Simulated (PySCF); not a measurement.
HfCl₂I₂, SMILES [Cl][Hf]([Cl])([I])[I], multiplicity 1.

Coordinates come from a PBE-D3(BJ)/def2-SVP optimisation. The spin state was assumed, not searched. The structure was generated by enumeration; whether it is a known compound was not checked. The def2 effective core potentials stand for the cores of Hf, I; spin–orbit coupling is left out.

Computed with TDA-PBE/def2-SVPD run with PySCF.

Vertical excitations.  State labels are in the subgroup C2v.

Problem. Estimate the UV-visible absorptions. (The exact figures need the calculation; the answer reports its results.)

Solution. 
```csv
state,symmetry,energy (eV),λ (nm),f,main pairs
S1,B2,3.76,330,0.002,HOMO→LUMO+1 97 %
S2,B1,3.90,318,0.021,"HOMO→LUMO 69 %, HOMO−2→LUMO+1 27 %"
S3,A2,3.90,318,0.000,HOMO−1→LUMO 99 %
S4,B2,4.01,309,0.003,HOMO−2→LUMO 96 %
S5,A1,4.10,303,0.014,HOMO−1→LUMO+1 82 %
S6,B1,4.23,293,0.044,"HOMO−2→LUMO+1 58 %, HOMO→LUMO 13 %, HOMO→LUMO+3 13 %, HOMO−1→LUMO+4 12 %"
S7,A2,4.40,282,0.000,HOMO−3→LUMO+1 97 %
S8,A1,4.42,281,0.002,"HOMO→LUMO+2 65 %, HOMO−3→LUMO 33 %"
S9,A2,4.52,274,0.000,HOMO→LUMO+4 95 %
S10,B1,4.56,272,0.009,"HOMO→LUMO+3 75 %, HOMO−1→LUMO+4 20 %"
T1,B1,3.52,352,0,HOMO→LUMO 98 %
T2,B2,3.67,338,0,HOMO→LUMO+1 96 %
T3,A1,3.73,332,0,HOMO−1→LUMO+1 94 %
T4,A2,3.78,328,0,HOMO−1→LUMO 97 %
```
Triplets are in the Tamm–Dancoff approximation.
